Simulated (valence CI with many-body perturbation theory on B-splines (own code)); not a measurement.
**Au XLI: fill in the table**

Computed by relativistic CI+MBPT: three valence electrons over a frozen Dirac-Fock core [Kr], a basis of 7 s, 7 p, 8 d, 6 f, 4 g, 1 h functions for each j, with the one-electron correlation potential Σ1 (screened to all orders), the two-electron term Σ2, the three-electron term Σ3, Breit, model QED; selected single and double excitations, second order for the rest, scaled by the run's own slope (own B-spline code, finite nucleus).

The last digits are not significant, and no measured levels were compared; by estimate large intervals hold to a few tenths of a per cent, small ones and those within an open d or f shell to about a per cent. The list stops below the first excitations out of the core.

```csv
Level,E (cm⁻¹)
(4d3/2^3) J=3/2,0
(4d3/2^2 4d5/2) J=5/2 [a],?
(4d3/2^2 4d5/2) J=3/2,?
(4d3/2^2 4d5/2) J=7/2,217390
(4d3/2^2 4d5/2) J=9/2,?
(4d3/2^2 4d5/2) J=1/2,220720
(4d3/2^2 4d5/2) J=5/2 [b],?
(4d3/2 4d5/2^2) J=7/2 [a],395590
(4d3/2 4d5/2^2) J=9/2,?
(4d3/2 4d5/2^2) J=3/2 [a],426720
(4d3/2 4d5/2^2) J=1/2,436870
(4d3/2 4d5/2^2) J=5/2 [a],441690
(4d3/2 4d5/2^2) J=11/2,445410
(4d3/2 4d5/2^2) J=5/2 [b],?
(4d3/2 4d5/2^2) J=7/2 [b],474090
(4d3/2 4d5/2^2) J=3/2 [b],538690
(4d5/2^3) J=9/2,624280
(4d5/2^3) J=3/2,669290
(4d5/2^3) J=5/2,704730
```

Levels are named by their leading jj configuration (3d3/2^4 stands for four electrons in 3d with j = 3/2), which in mixed levels can hold well under half, so a name can repeat and another be missing. Letters in brackets count levels of one name in rising energy.

(1) The levels stand in rising order. What does the calculation give for the missing energies?

Results:

(1) (4d3/2^2 4d5/2) J=5/2 [a] 182000; (4d3/2^2 4d5/2) J=3/2 202440; (4d3/2^2 4d5/2) J=9/2 219170; (4d3/2^2 4d5/2) J=5/2 [b] 295850; (4d3/2 4d5/2^2) J=9/2 412070; (4d3/2 4d5/2^2) J=5/2 [b] 470390.
